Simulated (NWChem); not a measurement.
P$_{2}$H cation; SMILES P#[PH+]

Program: NWChem. Structure relaxed at the PBE-D3(BJ)/def2-SVP level. Level: PBE0/def2-SVP with SMD (1 M gas to 1 M solution), gas-phase geometry. Reactions with the solvent are ignored.

| solvent | dielectric constant | solvation free energy (kcal/mol) | cavity-dispersion-structure term (kcal/mol) |
|---|---|---|---|
| water | 78.4 | -66.4 | 0.7 |
| chlorobenzene | 5.70 | -54.7 | 1.2 |
| acetone | 20.5 | -63.6 | 1.1 |
| ethylene glycol | 40.2 | -64.1 | 2.2 |
